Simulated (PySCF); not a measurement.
Xenon: highly charged ions in a basis for the neutral atom

Xe²⁴⁺ [Ar] 3d10 4s2, Xe²⁵⁺ [Ar] 3d10 4s1. Computed with PySCF 2.14 in cc-pVDZ-PP with ECP28MDF (4s3p2d, 23 functions), with a scalar-relativistic core potential. No spin-orbit coupling, so a gap to NIST mixes the basis error with missing relativistic terms.

Changed run: basis of the neutral atom used for a highly charged ion. This setting is unsound on purpose.

```
species  method  sound run (hartree)  changed run (hartree)  converged
  Xe²⁴⁺     UHF              not run              -60.70367        yes
  Xe²⁴⁺   B3LYP              not run              -60.81447        yes
  Xe²⁴⁺    MN15              not run              -60.89834        yes
  Xe²⁵⁺     UHF              not run              -31.00054        yes
  Xe²⁵⁺   B3LYP              not run              -31.04290        yes
  Xe²⁵⁺    MN15              not run              -31.03323        yes
```

Ionisation energy of Xe²⁴⁺:

```
method  changed run (eV)  NIST (eV)
   UHF            808.26    818 ± 4
 B3LYP            810.13    818 ± 4
  MN15            812.67    818 ± 4
```

The contracted functions were made for the neutral atom and can be too rigid for a highly charged ion.
